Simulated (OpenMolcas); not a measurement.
Cr3+: ligand-field states by method

Cr3+ with 2 ligands (ammonia) in linear coordination (D3d) at 1.77 Å. Ligand basis ANO-RCC-VDZP.

```yaml
Program: OpenMolcas 26.06
Basis: ANO-RCC-VDZP [5s4p2d1f]
Scalar_Hamiltonian: DKH2, point nucleus
Active_space: 3 electrons in 5 orbitals (3d)
State_averaging: 2S+1 = 4 even, 10 roots; 2S+1 = 2 even, 40 roots
Spin-orbit_coupling: RASSI with atomic mean-field integrals over the reference wave functions
```

I. CASSCF
II. SS-CASPT2, IPEA 0.25 Eh, imaginary shift 0.1 Eh (closed shells correlated: 3s 3p and the ligand valence shells)
III. SS-CASPT2, IPEA 0.25 Eh, imaginary shift 0.1 Eh (closed shells correlated: the ligand valence shells only)

Spin-free states in cm-1, each column counted from its own energy of the first state listed:

```
   State  Degeneracy      I     II    III
2S+1 = 4           2      0      0      0
2S+1 = 4           2    542    420    490
2S+1 = 4           1  11431  11960  12090
2S+1 = 2           2  14117  11310  12680
2S+1 = 4           1  15776  15620  16290
2S+1 = 4           1  15834  15710  16350
2S+1 = 2           2  16395  12660  14140
2S+1 = 2           1  17292  13000  14890
2S+1 = 2           1  17298  12990  14880
2S+1 = 2           2  17478  13430  15060
2S+1 = 2           2  17949  13520  15140
2S+1 = 2           2  19375  15670  17260
2S+1 = 2           1  21609  17230  19220
2S+1 = 2           2  22813  17140  19550
2S+1 = 2           1  22924  17910  19630
2S+1 = 4           2  24375  21730  23290
2S+1 = 2           2  28545  26690  27970
2S+1 = 2           1  30941  26400  28430
2S+1 = 2           1  31603  27720  29260
2S+1 = 2           1  33140  29670  31350
```

From I to II, I's first state of the same spin (2S+1 = 4) moves from 542 to 420 cm-1, by about -120 cm-1.

From I to II, I's first state of another spin (2S+1 = 2) moves from 14117 to 11310 cm-1, by about -2800 cm-1.

χT at 300 K: I 1.34, II 1.30, III 1.33 cm3 K/mol.

Roots that are degenerate in the reference are averaged as groups; the widest CASPT2 spread within a group is 77 cm-1 (the 2-fold group of multiplicity 4 near 0 cm-1 above the lowest state of its run, III). Shifts and gaps below about the spread of the groups concerned are not significant. The least metal-like active orbital is 72 % on the metal (Löwdin) and no ligand orbital is active, so the numbers are rough. Ligand-to-metal charge-transfer states are missing. With no ligand orbital active B as a rule stays too high, so bands that hang on it stand too high and its fall with covalency is understated. Without dynamic correlation the repulsion within the d shell is too large (B by tens of per cent), so at a given field states of lower spin stand too high (holds for I). Free-ion shares, where given, are those of the reference states; single-state CASPT2 does not remix them (holds for II; III). No measured value stands beside these numbers; the geometry was imposed, not optimised, and the real ion may take another.
